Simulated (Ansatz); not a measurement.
Two isomers of C2H6S2Si: A = `CC1(S)[SiH2]S1`, B = `[SiH3]SCC=S`.

Program: Ansatz. Geometries: PBE0-D4/def2-TZVP. ΔE: electronic, gas phase. CBS: MP2 limit from def2 TZ/QZ plus the TZ coupled-cluster correction, frozen cores. DFT in def2-TZVPP. B3LYP here is the variant with VWN-RPA as its local correlation; programs differ in this. Each species was taken in one conformer, which may not be the lowest.

**Question.** Which is lower in electronic energy at CCSD(T)/CBS, and by how much? (Estimate.)

**Answer.** Computed: A, by 4.9 kcal/mol.

**Question.** Give E(B) − E(A) in kcal/mol with CCSD(T)/def2-TZVPP, HF/def2-TZVPP, B3LYP, PBE0-D4, PBE-D4, r2SCAN-D4, B2PLYP. (Estimate.)

**Answer.** Ansatz gave: CCSD(T)/def2-TZVPP 3.7, HF/def2-TZVPP -1.0, B3LYP 1.5, PBE0-D4 7.4, PBE-D4 6.0, r2SCAN-D4 6.1, B2PLYP 3.0. The order is the other way round with HF/def2-TZVPP.

Largest T1 diagnostic: 0.015.

In def2-TZVPP, CCSD(T) changes the Hartree–Fock value by +4.7 kcal/mol (the triples alone add +0.0 kcal/mol) and MP2 by +7.8 kcal/mol. From PBE to PBE0 (25 % exact exchange), in def2-TZVPP and without D4, E(B) − E(A) moves by +1.6 kcal/mol.
